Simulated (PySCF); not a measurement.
Y, doublet (core potentials on Y).

Input for PySCF:
```python
from pyscf import gto, scf, dft

mol = gto.M(
    atom='''
Y     0.000000    0.000000    0.000000
''',
    basis='def2-svp',
    ecp={'Y': 'def2-svp'},
    charge=0,
    spin=1,
    verbose=4,
)

mf = dft.UKS(mol)
mf.xc = 'camb3lyp'
mf = mf.density_fit(auxbasis='def2-universal-jkfit')
mf.kernel()
```

Q: What does this run give for the HOMO energy, number of basis functions, <S^2>, dipole moment, total energy?

A: 
The HOMO energy is -4.98 eV and the number of basis functions comes out as 31. The <S^2> is 0.783. The dipole moment comes out as 0.00 D and the total energy comes out as -38.1730 Eh.

These values belong to the state on which the SCF converged, which isn't shown to be the lowest.
